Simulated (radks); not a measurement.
Species: the lanthanum ion La+. Configuration: [Xe] 5d2 (the NIST ground configuration). Method: scalar-relativistic Kohn-Sham, Slater X-alpha with alpha = 0.752, spin-polarised, spherical densities, finite nucleus; open shells are filled with parallel spins first (spin-orbit coupling, left out, can overturn this in heavy ions); Fermi nuclear charge, rms radius 4.855 fm; computed with a radial shooting solver on a logarithmic mesh with Libxc functionals. Some entries of the table are withheld. Estimate them.

| orbital | occ. | eigenvalue (eV) | <r^2> (bohr^2) | r(max) (bohr) |
|---|---|---|---|---|
| 1s down | 1 | -38777.85 | 0.0008541 | 0.01608 |
| 1s up | 1 | -38777.84 | 0.0008541 | 0.01608 |
| 2s up | 1 | -6187.157 | 0.01361 | 0.09094 |
| 2s down | 1 | -6187.101 | 0.01361 | 0.09094 |
| 2p up | 3 | -5551.844 | 0.01082 | 0.07306 |
| 2p down | 3 | -5551.802 | 0.01082 | 0.07306 |
| 3s up | 1 | -1328.709 | 0.09282 | 0.2603 |
| 3s down | 1 | -1328.676 | 0.09282 | 0.2603 |
| 3p up | 3 | -1125.424 | 0.09272 | 0.2545 |
| 3p down | 3 | -1125.390 | 0.09272 | 0.2545 |
| 3d up | 5 | -832.3635 | 0.07934 | 0.2095 |
| 3d down | 5 | -832.3159 | 0.07934 | 0.2095 |
| 4s up | 1 | -271.6434 | 0.4808 | 0.6069 |
| 4s down | 1 | -271.5552 | 0.4808 | 0.6069 |
| 4p up | 3 | -205.3030 | 0.5431 | 0.6336 |
| 4p down | 3 | -205.2177 | 0.5430 | 0.6336 |
| 4d up | 5 | -109.1003 | 0.6772 | 0.6690 |
| 4d down | 5 | -109.0019 | 0.6763 | 0.6690 |
| 5s up | 1 | -43.3175 | 2.726 | 1.403 |
| 5s down | 1 | -42.5390 | 2.676 | 1.397 |
| 5p up | 3 | -26.8439 | 3.726 | 1.584 |
| 5p down | 3 | -25.7462 | 3.608 | 1.571 |
| 5d up | 2 | -7.7003 | (1) | 2.251 |
| 5d down | 0 | -5.8504 | (2) | 2.176 |

Answer. 
(1) 5d up <r^2> (bohr^2): 9.608
(2) 5d down <r^2> (bohr^2): 9.356
